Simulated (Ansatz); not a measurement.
Pair of molecules: NH3 (SMILES N) (first 4 atoms) with CH2F2 (SMILES FCF); geometry from B3LYP-D3(BJ)/def2-TZVP.
(charge 0, multiplicity 1):
```tsv
atom	x (Å)	y (Å)	z (Å)
N	-0.0090	-0.0988	-0.1190
H	-1.0216	-0.0822	-0.1719
H	0.3188	0.8328	-0.3489
H	0.3213	-0.7233	-0.8461
F	-1.0453	-0.4692	3.6103
C	0.2775	-0.3639	3.2759
F	0.7269	0.8550	3.7043
H	0.3679	-0.4130	2.1900
H	0.8276	-1.1387	3.8133
```

Basis-set superposition error: the interaction energy with monomers in their own basis, and in the dimer's basis (counterpoise).

Codes used: Ansatz (a program for electronic structure) with Gaussian orbitals. Values without a source in brackets are computed.

```json
[
 {"level": "HF/aug-cc-pVQZ", "uncorrected (meV)": "-84.3", "counterpoise (meV)": "-82.8", "difference": "1.5"},
 {"level": "SVWN5/def2-TZVPPD", "uncorrected (meV)": "-212.4", "counterpoise (meV)": "-204.6", "difference": "7.8"},
 {"level": "revPBE/def2-TZVPPD", "uncorrected (meV)": "-76.8", "counterpoise (meV)": "-70.1", "difference": "6.7"},
 {"level": "BHLYP/def2-TZVPPD", "uncorrected (meV)": "-126.7", "counterpoise (meV)": "-122.2", "difference": "4.5"},
 {"level": "CAM-B3LYP/def2-TZVPPD", "uncorrected (meV)": "-130.1", "counterpoise (meV)": "-124.4", "difference": "5.7"},
 {"level": "wB97X-V/def2-TZVPPD", "uncorrected (meV)": "-139.4", "counterpoise (meV)": "-134.5", "difference": "4.9"},
 {"level": "SCS-MP2/aug-cc-pVDZ", "uncorrected (meV)": "-145.5", "counterpoise (meV)": "-99.2", "difference": "46.4"},
 {"level": "SCS-MP2/aug-cc-pVQZ", "uncorrected (meV)": "-123.4", "counterpoise (meV)": "-115.0", "difference": "8.4"},
 {"level": "CCSD/aug-cc-pVDZ", "uncorrected (meV)": "-153.3", "counterpoise (meV)": "-109.6", "difference": "43.7"},
 {"level": "CCSD(T)/aug-cc-pVDZ", "uncorrected (meV)": "-162.5", "counterpoise (meV)": "-115.1", "difference": "47.4"}
]
```

The error is largest for CCSD(T)/aug-cc-pVDZ (47.4 meV) and smallest for HF/aug-cc-pVQZ (1.5 meV).
